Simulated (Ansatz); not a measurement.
Species: PbBr, net charge 0, doublet state. 
Structure (B3LYP-D3(BJ)/def2-TZVP (Ansatz, an electronic-structure program) minimum search):
```
Pb
Br 1 2.6381
```
Charge 0, spin multiplicity 2.

Basis-set convergence of Hartree-Fock and CCSD(T) correlation energies (hartree) with Ansatz. Valence correlation only, unless marked. Open shells are spin-unrestricted. Spin-orbit coupling is left out. Frozen are the shells of the preceding noble gas and the d and f shells that filled before the atom's block. Past Kr the def2 sets carry scalar-relativistic core potentials.

| basis | functions | E(HF) | E(corr, CCSD(T)) |
|---|---|---|---|
| def2-SVPD | 73 | -2763.99787 | -0.19121 |
| def2-TZVPPD | 113 | -2764.31463 | -0.24401 |
| def2-QZVPPD | 186 | -2764.36456 | -0.26648 |

Extrapolating the two largest sets (X = 3 and 4) as X^-3: E(corr) = (64·(-0.26648) - 27·(-0.24401))/37 = -0.2829 Eh, an estimate of the basis-set limit. The largest set recovers 94.2 % of it, the smallest 67.6 %.
